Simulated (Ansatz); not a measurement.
Ansatz results at the PBE0-D4/def2-TZVP geometry: size of the dipole moment (B3LYP/def2-TZVPP) 2.32 D; HOMO energy (ωB97M-V/def2-TZVPP) -9.63 eV; HOMO energy (PBE0/def2-TZVPP) -7.46 eV.

Each molecule was computed in one conformer, which needn't be the lowest.

(1) Which molecule gave them?
A. `C=C(Cl)BOC`
B. `C[SiH2][NH][ZnH]`
C. `[NH2][GeH2][B](CF)[GaH][SeH]`
D. `FC1=NCN1`

Answers

(1) A. The others give `C[SiH2][NH][ZnH]`: 0.92, -9.27, -6.95; `[NH2][GeH2][B](CF)[GaH][SeH]`: 3.43, -9.25, -7.14; `FC1=NCN1`: 3.17, -10.00, -7.66.

B3LYP here is the variant with VWN-RPA as its local correlation; programs differ in this.
